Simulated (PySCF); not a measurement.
Radial density of Fe⁺ (iron, charge +1)

HSE06, [Ar] 3d5 4s2, high-spin 6S determinant (an excited configuration). All numbers are calculated (PySCF 2.14, the spin-free X2C one-electron Hamiltonian (Gaussian nucleus), in x2c-TZVPPall).

```csv
r (bohr),4πr²ρ (e/bohr),4πr²(ρα − ρβ)
0.00101,0.2089,0.0000
0.00170,0.5292,0.0001
0.00286,1.326,0.0002
0.00481,3.209,0.0004
0.00809,7.276,0.0008
0.0136,14.79,0.0016
0.0229,25.04,0.0026
0.0385,31.41,0.0033
0.0647,27.02,0.0073
0.109,25.80,0.0512
0.183,35.02,0.3374
0.308,20.81,1.6225
0.518,13.99,4.2150
0.871,14.12,4.4519
1.47,3.627,1.6940
2.47,1.137,0.1983
4.15,0.2126,-0.0108
6.98,0.001228,-0.0008
```

Densities and radii are taken from the X2C orbitals without a picture-change correction, which distorts them close to the nucleus.

Q: Where is the radial spin density 4πr²(ρα − ρβ) most negative, and why is it negative at all?

A: Around r = 4.15 bohr, down to -0.0108 e/bohr: exchange with the open shell polarises the paired shells in an unrestricted calculation.
